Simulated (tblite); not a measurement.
A geometry optimisation, step by step.

Species: C5H14SSi2.
Numbering: `[CH3:1][SiH2:2][S:3][SiH2:4][CH:5]1[CH2:6][CH2:7][CH2:8]1` (hydrogens: H9, H10, H11 on C1; H12, H13 on Si2; H14, H15 on Si4; H16 on C5; H17, H18 on C6; H19, H20 on C7; H21, H22 on C8)

Computed with GFN2-xTB (tblite), gas phase: L-BFGS steps from a force-field or distance-geometry start until the largest atomic force falls under 0.01 eV/Å. 5 of its 188 geometries are shown.

Step 0: E = -668.3257 eV, largest atomic force 1.560 eV/Å
```
atom  x, y, z in Å  |  force x, y, z in eV/Å
C1     -3.712    0.628   -0.227   -0.093   1.063  -0.172
Si2    -3.384   -1.142    0.259    0.241  -0.572   0.052
S3     -1.467   -1.106    1.288   -0.161  -0.032  -0.063
Si4    -0.149   -0.045   -0.060   -0.932  -0.703   0.103
C5      1.590   -0.237    0.596   -1.307  -0.517   0.677
C6      2.266    1.119    0.500   -0.220   0.252   0.786
C7      3.240    0.511   -0.474    1.361   0.148  -0.309
C8      2.587   -0.847   -0.372    0.010  -0.769   0.118
H9     -3.107    1.286    0.444   -0.873  -0.254  -0.520
H10    -4.809    0.876   -0.173    1.323   0.021  -0.178
H11    -3.309    0.790   -1.253   -0.604   0.086   0.699
H12    -4.441   -1.717    1.098    0.362   0.038   0.014
H13    -3.157   -1.906   -0.967   -0.053  -0.175   0.056
H14    -0.566    1.353   -0.148   -0.049   0.030   0.015
H15    -0.307   -0.680   -1.367    0.001   0.050  -0.107
H16     1.628   -0.722    1.585   -0.110   0.310  -0.224
H17     2.667    1.392    1.494   -0.058   0.506  -0.747
H18     1.619    1.875    0.037    0.475   0.160   0.582
H19     4.242    0.469   -0.017   -0.044   0.366  -0.868
H20     3.178    0.905   -1.489    0.537   0.265   0.232
H21     3.244   -1.548    0.170   -0.400  -0.188  -0.788
H22     2.138   -1.236   -1.309    0.593  -0.085   0.642
```

Step 47: E = -668.8815 eV, largest atomic force 0.047 eV/Å
```
atom  x, y, z in Å  |  force x, y, z in eV/Å
C1     -3.874    0.647   -0.241   -0.002   0.002  -0.008
Si2    -3.420   -1.129    0.236    0.038  -0.018   0.021
S3     -1.454   -1.236    1.117   -0.012   0.017   0.001
Si4    -0.162   -0.078   -0.150   -0.006   0.002  -0.027
C5      1.575   -0.191    0.593   -0.017  -0.004  -0.004
C6      2.396    1.113    0.556   -0.011   0.000   0.016
C7      3.342    0.490   -0.476    0.004   0.008   0.006
C8      2.638   -0.860   -0.304    0.003  -0.014  -0.004
H9     -3.616    1.353    0.543    0.016  -0.014   0.009
H10    -4.940    0.736   -0.424   -0.021  -0.023  -0.006
H11    -3.360    0.954   -1.148    0.028   0.014   0.001
H12    -4.250   -1.653    1.313   -0.004   0.010  -0.011
H13    -3.429   -2.002   -0.937    0.008   0.023   0.005
H14    -0.655    1.300   -0.187    0.005  -0.010   0.016
H15    -0.208   -0.640   -1.500   -0.031   0.005  -0.015
H16     1.527   -0.632    1.590   -0.008  -0.001  -0.009
H17     2.879    1.341    1.504    0.002   0.024  -0.001
H18     1.862    1.999    0.216    0.006   0.008   0.014
H19     4.396    0.504   -0.205    0.010  -0.004  -0.010
H20     3.235    0.913   -1.473   -0.011  -0.008  -0.003
H21     3.239   -1.602    0.217    0.011  -0.001   0.021
H22     2.268   -1.306   -1.225   -0.007  -0.015  -0.012
```

Step 94: E = -668.8941 eV, largest atomic force 0.037 eV/Å
```
atom  x, y, z in Å  |  force x, y, z in eV/Å
C1     -3.843    0.636   -0.242   -0.002  -0.008   0.008
Si2    -3.348   -1.141    0.186   -0.012   0.027  -0.008
S3     -1.440   -1.162    1.182   -0.011   0.018   0.001
Si4    -0.162   -0.009   -0.101   -0.008  -0.008   0.007
C5      1.564   -0.163    0.653    0.004  -0.025  -0.014
C6      2.433    1.106    0.558   -0.004  -0.003  -0.010
C7      3.235    0.457   -0.575   -0.009  -0.023  -0.009
C8      2.586   -0.892   -0.243    0.009  -0.010   0.002
H9     -3.854    1.260    0.648   -0.005   0.005  -0.002
H10    -4.834    0.670   -0.683   -0.003  -0.006   0.003
H11    -3.147    1.081   -0.948   -0.010  -0.004  -0.013
H12    -4.228   -1.746    1.175   -0.003  -0.008   0.006
H13    -3.230   -1.956   -1.020    0.005   0.001  -0.013
H14    -0.617    1.382   -0.136   -0.012  -0.003   0.030
H15    -0.252   -0.566   -1.452    0.011   0.011   0.003
H16     1.496   -0.576    1.661   -0.005   0.006   0.007
H17     3.029    1.274    1.453    0.008   0.001   0.011
H18     1.916    2.030    0.308    0.000   0.022  -0.009
H19     4.318    0.506   -0.487    0.011  -0.006   0.011
H20     2.946    0.827   -1.557   -0.011   0.011  -0.011
H21     3.238   -1.554    0.324    0.033   0.012  -0.013
H22     2.183   -1.444   -1.091    0.016  -0.009   0.013
```

Step 140: E = -668.9046 eV, largest atomic force 0.027 eV/Å
```
atom  x, y, z in Å  |  force x, y, z in eV/Å
C1     -3.880    0.609   -0.259    0.007  -0.001  -0.004
Si2    -3.283   -1.157    0.073   -0.006   0.008  -0.001
S3     -1.435   -1.152    1.177   -0.009  -0.007   0.004
Si4    -0.139    0.107    0.021   -0.004   0.003   0.004
C5      1.591   -0.113    0.748   -0.002   0.022   0.008
C6      2.507    1.102    0.521    0.016   0.009  -0.014
C7      3.129    0.374   -0.675    0.006  -0.022  -0.005
C8      2.539   -0.937   -0.147   -0.013  -0.014   0.015
H9     -3.929    1.184    0.661    0.001   0.009   0.015
H10    -4.871    0.608   -0.701   -0.017  -0.014  -0.004
H11    -3.215    1.133   -0.940    0.021   0.005  -0.008
H12    -4.178   -1.885    0.960    0.002  -0.014   0.002
H13    -3.036   -1.868   -1.180   -0.011   0.001  -0.012
H14    -0.607    1.491    0.139    0.006  -0.016   0.003
H15    -0.207   -0.306   -1.382   -0.018   0.012   0.011
H16     1.535   -0.455    1.782    0.005   0.002   0.002
H17     3.220    1.239    1.333    0.004  -0.003   0.011
H18     2.028    2.057    0.315   -0.020   0.005  -0.015
H19     4.212    0.423   -0.771    0.002  -0.004  -0.002
H20     2.672    0.673   -1.616    0.015   0.022  -0.006
H21     3.259   -1.509    0.435    0.010  -0.005   0.011
H22     2.080   -1.599   -0.880    0.004   0.003  -0.015
```

Step 187: E = -668.9205 eV, largest atomic force 0.009 eV/Å
```
atom  x, y, z in Å  |  force x, y, z in eV/Å
C1     -3.831    0.537   -0.235   -0.003   0.005   0.001
Si2    -3.190   -1.239   -0.097    0.002   0.000   0.000
S3     -1.346   -1.308    1.014   -0.005   0.003  -0.002
Si4    -0.182    0.308    0.213    0.006  -0.007   0.002
C5      1.589    0.045    0.808    0.000   0.001   0.001
C6      2.560    1.147    0.347   -0.002   0.002   0.000
C7      3.100    0.194   -0.726    0.002   0.002   0.000
C8      2.394   -0.973   -0.025   -0.002   0.001   0.001
H9     -3.921    1.001    0.744    0.000  -0.001   0.001
H10    -4.810    0.558   -0.703   -0.001  -0.001   0.001
H11    -3.163    1.155   -0.831    0.000  -0.001   0.002
H12    -4.069   -2.091    0.691    0.005  -0.004  -0.003
H13    -2.926   -1.793   -1.424   -0.001   0.003   0.000
H14    -0.724    1.573    0.711    0.001   0.002  -0.001
H15    -0.281    0.276   -1.247    0.002  -0.003   0.002
H16     1.608   -0.148    1.882   -0.001   0.001  -0.003
H17     3.305    1.395    1.102   -0.001  -0.002  -0.004
H18     2.111    2.070   -0.014    0.002   0.000  -0.002
H19     4.183    0.123   -0.807    0.001   0.002   0.002
H20     2.686    0.402   -1.711    0.002  -0.002   0.002
H21     3.072   -1.569    0.584   -0.003   0.003   0.002
H22     1.823   -1.644   -0.663   -0.003  -0.002  -0.001
```

Q: Summarise the path.

A: The energy falls by 57.39 kJ/mol from step 0 to step 187; nine tenths of that is first reached at step 28. It falls at every step. The largest force goes from 1.560 to 0.009 eV/Å. Among the bonds C1–H10 changes most, from 1.125 to 1.086 Å; the atoms move by 0.624 Å rms after alignment.

Q: Follow the three bonds and two angles with the largest change from start to end.

A: 
| step | E above end (kJ/mol) | largest force (eV/Å) | C1–H10 (Å) | C1–H9 (Å) | C1–Si2 (Å) | S3–Si2–H12 (°) | H19–C7–H20 (°) |
| --- | --- | --- | --- | --- | --- | --- | --- |
| 0 | 57.39 | 1.560 | 1.125 | 1.118 | 1.865 | 111.7 | 116.8 |
| 8 | 11.24 | 0.232 | 1.088 | 1.091 | 1.898 | 106.1 | 107.3 |
| 16 | 7.27 | 0.112 | 1.087 | 1.089 | 1.899 | 102.8 | 108.7 |
| 24 | 6.17 | 0.076 | 1.086 | 1.087 | 1.898 | 102.5 | 108.6 |
| 33 | 5.11 | 0.104 | 1.087 | 1.089 | 1.899 | 103.0 | 108.2 |
| 41 | 4.12 | 0.073 | 1.087 | 1.087 | 1.895 | 102.5 | 108.8 |
| 49 | 3.71 | 0.040 | 1.086 | 1.087 | 1.896 | 101.5 | 108.8 |
| 57 | 3.49 | 0.040 | 1.085 | 1.086 | 1.894 | 101.6 | 108.7 |
| 65 | 3.37 | 0.031 | 1.086 | 1.087 | 1.894 | 102.2 | 108.8 |
| 73 | 3.24 | 0.054 | 1.086 | 1.087 | 1.892 | 102.1 | 108.5 |
| 81 | 3.01 | 0.049 | 1.086 | 1.087 | 1.893 | 101.8 | 108.8 |
| 89 | 2.69 | 0.038 | 1.086 | 1.088 | 1.892 | 101.9 | 108.9 |
| 98 | 2.42 | 0.044 | 1.086 | 1.087 | 1.893 | 102.8 | 108.9 |
| 106 | 2.13 | 0.057 | 1.085 | 1.086 | 1.894 | 103.1 | 108.8 |
| 114 | 1.99 | 0.025 | 1.086 | 1.087 | 1.894 | 102.4 | 109.0 |
| 122 | 1.91 | 0.016 | 1.086 | 1.087 | 1.894 | 102.4 | 109.0 |
| 130 | 1.84 | 0.027 | 1.086 | 1.087 | 1.894 | 102.1 | 109.0 |
| 138 | 1.58 | 0.034 | 1.085 | 1.086 | 1.893 | 102.4 | 109.1 |
| 146 | 1.39 | 0.037 | 1.086 | 1.087 | 1.894 | 102.2 | 109.1 |
| 154 | 1.25 | 0.032 | 1.086 | 1.087 | 1.894 | 102.1 | 109.0 |
| 163 | 1.05 | 0.082 | 1.086 | 1.087 | 1.895 | 102.1 | 108.9 |
| 171 | 0.25 | 0.092 | 1.087 | 1.089 | 1.893 | 102.2 | 109.2 |
| 179 | 0.03 | 0.023 | 1.086 | 1.087 | 1.893 | 102.3 | 108.9 |
| 187 | 0.00 | 0.009 | 1.086 | 1.087 | 1.893 | 102.6 | 108.9 |

What follows is the cost of the whole relaxation. The run took 3.4 s of wall time on Arm Neoverse N1, one thread, shared host with 64 logical CPUs at a one-minute load of 56.
